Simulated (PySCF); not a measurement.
# Electron correlation in Se (selenium, neutral)

[Ar] 3d10 4s1 4p5, 4s spin antiparallel (an excited configuration). Computed with PySCF 2.14 in aug-cc-pwCVDZ-PP with ECP10MDF (6s5p4d1f, 48 functions), with scalar relativity through the core potential. Frozen: 3s2 3p6 3d10; 6 electrons correlated.

MP2 pair energies summed by pair of shells (mhartree):

```tsv
pair	energy	share (%)
4p-4p	-108.58	75.6
4s-4p	-34.98	24.4
```

Total MP2 correlation energy: -143.55 mhartree.

Same-spin part -23.85 and opposite-spin part -119.71 mhartree; SCS-MP2 scales them by 1/3 and 6/5 to -151.60 mhartree.
